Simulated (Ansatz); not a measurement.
Ansatz (an electronic-structure program) input (PBE/LANL2DZ): The .json file is the Basis Set Exchange's LANL2DZ.

Ansatz 0.2 input:
```yaml
crystal:
  periodic: [false, false, false]
  atoms:
    - {symbol: Hg, position_ang: [-0.00000000, -0.00000000, -1.03539580]}
    - {symbol: I, position_ang: [0.00000000, 0.00000000, 1.56286159]}
basis:
  gaussian:
    orbitals: LANL2DZ.json
hamiltonian:
  xc: {name: PBE}
magnetization: {spin_polarized: true, initial_magnetization: 1}
```

Q: What final total energy does it give?

A: -54.36207 Eh.
